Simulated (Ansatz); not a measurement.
Relaxation of C$_{2}$H$_{7}$NSSi (12 atoms, charge 0, multiplicity 1), to a largest force component of 0.02 eV/Å in at most 50 steps.

The calculation used RKS BLYP-D4/6-31G (Ansatz).

```xyz
12
Properties=species:S:1:pos:R:3
Si -1.321 0.244 0.842
N -0.073 0.264 -0.256
C 1.282 0.567 0.096
S 1.857 0.025 -1.559
C 0.238 -0.854 -1.171
H -1.409 1.625 1.497
H -2.593 0.028 0.085
H -0.914 0.875 -0.228
H 1.740 -0.030 0.959
H 1.524 1.620 0.344
H 0.371 -1.820 -0.649
H -0.435 -0.960 -1.977
```

Task: Where does it end, and by what steps?

Result: It converged. Limits of this set-up: no polarisation functions. After 11 steps the energy has fallen by 6.010 eV; H8 moved furthest, 0.73 Å. The start is strongly strained (largest force component 14 eV/Å), so its close contacts needn't be bonds. Parted: Si1–H8 (1.31 → 2.61 Å).

```json
{"step": "0", "energy less start (eV)": "0.0000", "largest force component (eV/Å)": "14.225", "accepted": "yes"}
{"step": "1", "energy less start (eV)": "-2.7575", "largest force component (eV/Å)": "8.533", "accepted": "yes"}
{"step": "2", "energy less start (eV)": "-4.6791", "largest force component (eV/Å)": "3.867", "accepted": "yes"}
{"step": "3", "energy less start (eV)": "-5.5763", "largest force component (eV/Å)": "1.658", "accepted": "yes"}
{"step": "4", "energy less start (eV)": "-5.8892", "largest force component (eV/Å)": "0.582", "accepted": "yes"}
{"step": "5", "energy less start (eV)": "-5.9830", "largest force component (eV/Å)": "0.319", "accepted": "yes"}
{"step": "6", "energy less start (eV)": "-6.0039", "largest force component (eV/Å)": "0.110", "accepted": "yes"}
{"step": "7", "energy less start (eV)": "-6.0088", "largest force component (eV/Å)": "0.087", "accepted": "yes"}
{"step": "8", "energy less start (eV)": "-6.0096", "largest force component (eV/Å)": "0.033", "accepted": "yes"}
{"step": "9", "energy less start (eV)": "-6.0097", "largest force component (eV/Å)": "0.031", "accepted": "yes"}
{"step": "10", "energy less start (eV)": "-6.0097", "largest force component (eV/Å)": "0.051", "accepted": "yes"}
{"step": "11", "energy less start (eV)": "-6.0098", "largest force component (eV/Å)": "0.020", "accepted": "yes"}
```

```xyz
12
Properties=species:S:1:pos:R:3
Si -1.389 -0.136 1.326
N -0.114 0.338 -0.282
C 1.314 0.674 0.112
S 2.071 -0.329 -1.385
C 0.186 -0.818 -1.222
H -1.470 1.415 1.618
H -2.585 -0.069 0.296
H -0.538 1.120 -0.799
H 1.559 0.200 1.069
H 1.539 1.745 0.103
H 0.069 -1.770 -0.692
H -0.376 -0.787 -2.161
```

Run time: 47 s on 1 thread of Arm Neoverse V2, on a shared host, peak memory 0.17 GiB.
